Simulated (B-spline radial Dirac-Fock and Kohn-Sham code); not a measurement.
**What relativity does to the binding energies of Sm³⁶⁺**

System: Sm³⁶⁺, configuration 1s2 2s2 2p6 3s2 3p6 3d8.

Both columns are ΔSCF binding energies of the configuration average from a radial atomic solver: non-relativistic Hartree-Fock with a point nucleus, and Dirac-Fock with a finite nucleus and the Coulomb interaction alone, averaged over the two j levels with weights 2j+1.

```
shell  Hartree-Fock (eV)  Dirac-Fock (eV)  shift (eV)  shift (%)
   1s            46061.1          48685.5    +2624.43      +5.70
   2s             8685.9           9373.2     +687.35      +7.91
   2p             8320.5           8548.6     +228.08      +2.74
   3s             3018.4           3197.2     +178.79      +5.92
   3p             2859.3           2930.5      +71.15      +2.49
   3d             2587.1           2586.4       -0.67      -0.03
```

Relativity binds 1s, 2s, 2p, 3s, 3p more strongly, among those listed most of all 2s in relative terms, and 3d more weakly, because the contracted s and p shells screen the nucleus better.

Values without a named source are computed, but for edge energies of neutral atoms, which are taken from tables.
